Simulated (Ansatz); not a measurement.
Geometry optimisation, Ansatz, RKS PBE0-D4/def2-SVP.

Input file:

```yaml
crystal:
  periodic: [false, false, false]
  atoms:
    - { symbol: B, position_ang: [0.0, 0.0, 0.0] }
    - { symbol: O, position_ang: [0.0, 0.0, 1.76] }
    - { symbol: H, position_ang: [-0.9095, -0.2814, 2.0971] }
    - { symbol: Cl, position_ang: [1.6108, 0.0, -0.93] }
    - { symbol: Cl, position_ang: [-1.6108, 0.0, -0.93] }
    - { symbol: H, position_ang: [0.3178, 1.3778, 0.4698] }
    - { symbol: H, position_ang: [0.2587, 1.1216, 1.3187] }
basis:
  gaussian: { orbitals: def2-SVP }
hamiltonian:
  xc: pbe0
  dispersion: d4
relax:
  f_tol: 0.15
  max_steps: 25
  restrain:
    - { distance: [0, 5], at: 1.19, k: 30.0 }
    - { distance: [6, 1], at: 1.01, k: 30.0 }
    - { distance: [0, 1], at: 2.61, k: 30.0 }
    - { distance: [6, 5], at: 1.86, k: 30.0 }
output:
  orbitals: {}
```

Command:

```bash
$ ansatz run input.yaml --threads 1 --pin off --max-ram 2048MiB --backend cpu --events-out ev --progress --plain --runs-dir out
```

Where does it end, and by what steps?

The forces met the threshold. The restraints hold the end off the free minimum. After 8 steps the energy has fallen by 2.492 eV (the restraints' own energy left out); B1 moved furthest, 0.69 Å.

```csv
step,energy less start (eV),largest force component (eV/Å),accepted
0,0.0000,3.520,yes
1,-0.5006,4.306,yes
2,-1.4307,3.266,yes
3,-2.0801,1.146,yes
4,-2.4097,1.111,yes
5,-2.4378,1.247,yes
6,-2.4503,1.091,yes
7,-2.4849,0.787,yes
8,-2.4919,0.889,yes
```

```xyz
7
Properties=species:S:1:pos:R:3
B 0.138 0.490 -0.465
O 0.060 -0.018 2.088
H -0.860 -0.303 2.145
Cl 1.558 -0.320 -1.052
Cl -1.459 -0.107 -0.864
H 0.237 1.544 0.093
H -0.007 0.931 1.840
```

Time of the run: 27 s on 1 thread of Arm Neoverse V2 (shared host), peak memory 0.15 GiB.
